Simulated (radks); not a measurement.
Ir VIII, configuration [Xe] 4f14 5d2 (the NIST ground configuration). Method: scalar-relativistic Kohn-Sham, LDA (Slater exchange, Perdew-Wang correlation), spin-polarised, spherical densities, finite nucleus; open shells are filled with parallel spins first (spin-orbit coupling, left out, can overturn this in heavy ions); Fermi nuclear charge, rms radius 5.4032 fm; computed with a radial shooting solver on a logarithmic mesh with Libxc functionals.

Unscreened Slater integrals over Kohn-Sham orbitals (cm^-1). They are taken over the spin-up orbitals. Empty in this configuration: 6s.

integral,value
"F0(5d,5d)",147310
"F2(5d,5d)",79191
"F4(5d,5d)",53666
"F0(5d,5p)",161380
"F2(5d,5p)",83651
"G1(5d,5p)",102170
"G3(5d,5p)",64209
"F0(5d,4f)",185690
"F2(5d,4f)",48672
"F4(5d,4f)",23677
"G1(5d,4f)",16958
"G3(5d,4f)",16084
"G5(5d,4f)",12906
"F0(5d,5s)",167790
"G2(5d,5s)",69633
"F0(5d,6s)",114090
"G2(5d,6s)",25243
"F0(5p,5p)",182170
"F2(5p,5p)",99030
"F0(5p,4f)",222400
"F2(5p,4f)",71392
"G2(5p,4f)",28345
"G4(5p,4f)",23852
"F0(5p,5s)",192560
"G1(5p,5s)",129610
"F0(5p,6s)",119320
"G1(5p,6s)",12087
"F0(4f,4f)",378480
"F2(4f,4f)",186610
"F4(4f,4f)",118510
"F6(4f,4f)",85675
"F0(4f,5s)",245640
"G3(4f,5s)",35422
"F0(4f,6s)",130460
"G3(4f,6s)",5863.0
"F0(5s,5s)",205730
"F0(5s,6s)",121800
"G0(5s,6s)",7398.7
"F0(6s,6s)",99758

Derived for the open shells (J is the average intra-shell exchange parameter used in DFT+U). 5d: Racah B = F2/49 - 5 F4/441 = 1008 cm^-1, C = 35 F4/441 = 4259 cm^-1, C/B = 4.23, F4/F2 = 0.678, J = (F2 + F4)/14 = 9490 cm^-1.
